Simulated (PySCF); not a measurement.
B(F)(H)(NHMe) (CH5BFN), SMILES N(C)BF. Heavy atoms are numbered as in [BH:1]([F:2])[NH:4][CH3:5]. Hydrogens are named by the atom that carries them.

Coordinates come from a PBE0-D3(BJ)/def2-SVP optimisation. The values are those of a single conformer.

These are CAM-B3LYP/def2-TZVPD in PySCF values and carry that method's errors.

Mulliken values depend strongly on the basis, most of all with diffuse functions as here. Atomic charges (e), one atom of each kind:

```tsv
atom	meta-Löwdin	Mulliken
B1 (BH)	…	0.17
F2	…	-0.32
H on B1	-0.02	-0.07
N4 (NH)	-0.33	-0.08
C5 (CH3)	-0.21	-0.75
H on N4	0.23	0.20
H on C5	…	0.28
```

**Question.** Fill in the missing entries. (Estimate from the structure and the level; the computed values follow.)

**Answer.** 
- B1 (BH), meta-Löwdin: 0.31
- F2, meta-Löwdin: -0.32
- H on C5, meta-Löwdin: 0.11
